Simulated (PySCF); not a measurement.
Compound: C7H9N3.
Geometry (GFN2-xTB, Å), atoms numbered from 1 in this order:
```
atom  x, y, z in Å
C1    -2.6687    2.4203    1.4610
C2    -1.8411    1.6322    1.0938
C3    -0.9152    0.6763    0.6462
N4     0.4019    0.7547    0.8384
N5     0.8840   -0.3263    0.2826
C6     2.2897   -0.6033    0.2303
C7     2.9198    0.0203   -1.0121
N8    -0.0111   -1.1163   -0.2688
C9    -1.1767   -0.5217   -0.0624
C10   -2.4754   -1.0708   -0.5179
H11   -3.3777    3.1194    1.7893
H12    2.4095   -1.6887    0.2159
H13    2.7397   -0.1887    1.1347
H14    2.4665   -0.3947   -1.9093
H15    3.9866   -0.1848   -1.0309
H16    2.7690    1.0974   -1.0062
H17   -2.9692   -0.3642   -1.1840
H18   -3.1311   -1.2443    0.3346
H19   -2.3101   -2.0074   -1.0427
```

NICS is the negative of the GIAO shielding at a point without a nucleus: at the ring centre (0) and 1 Å above and below it (1); zz is the component along the ring normal. Level: GIAO PBE0/pcSseg-1 (PySCF, non-relativistic, gas phase) on the GFN2-xTB geometry, one conformer.

Ring bond lengths (Å), with Mayer bond orders in brackets: C3–N4 1.333 (1.40), N4–N5 1.308 (1.26), N5–N8 1.315 (1.21), N8–C9 1.325 (1.50), C9–C3 1.416 (1.27).

Q: Give the NICS values of each ring in ppm.

A: 
| ring | type | NICS(0) | NICS(1), two faces | NICS(1)zz, two faces | rms pucker (Å) | centre to ring atoms, mean (Å) |
| --- | --- | --- | --- | --- | --- | --- |
| C3–N4–N5–N8–C9 | 5-membered ring with 3 N; formal bonds all aromatic | -12.6 | -12.5 / -12.6 | -29.4 / -30.4 | 0.00 | 1.14 |

Q: What do they say, and how far can they be read as aromaticity?

A: 
- C3–N4–N5–N8–C9: mean NICS(1)zz -29.9 ppm, shielded. For a flat ring without four-coordinate atoms the NICS criterion counts such a value as aromatic.

Q: How equal are the bonds by HOMA? HOMA = 1 − mean of α(R − Ropt)² over the ring bonds, with Krygowski's 1993 parameters (CC: Ropt 1.388 Å, α 257.7 Å⁻²; CN: Ropt 1.334 Å, α 93.52 Å⁻²; NN: Ropt 1.309 Å, α 130.33 Å⁻²).

A: 
- C3–N4–N5–N8–C9: HOMA 0.96; the largest term is that of C9–C3, α(R − Ropt)² = 0.20. The geometric and the magnetic index point the same way.

Q: What is the mean of the two in-plane components of NICS at the first NICS(1) probe listed for ring C3–N4–N5–N8–C9, 1 Å off the ring?

A: The isotropic value is a third of the trace: (3 × -12.5 − (-29.4))/2 = -4.1 ppm.
